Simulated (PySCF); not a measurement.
C2H3ClF2Si, SMILES F/C=C(/F)[SiH2]Cl.

Geometry: PBE0-D3(BJ)/def2-SVP. The structure was generated by enumeration; whether it is a known compound was not checked. One conformer was computed; it need not be the lowest.

The numbers are results of M06-2X/def2-TZVP (PySCF), not measurements.

The molecule is in vacuum.

Q: Estimate the frontier levels, gap, dipole moment and polarisability. (Estimate from the structure and the level; the computed values follow.)

A: 
- highest occupied level = -9.10 eV
- lowest empty level = -0.17 eV
- orbital gap = 8.94 eV
- dipole moment = 1.49 D
- quadrupole, principal values (traceless, Buckingham form, about the centre of nuclear charge) = -5.39, -1.10, 6.49 D·Å
- mean static polarisability = 60.7 bohr³ (8.99 Å³)
- polarisability, principal values = 52.5, 53.8, 75.8 bohr³
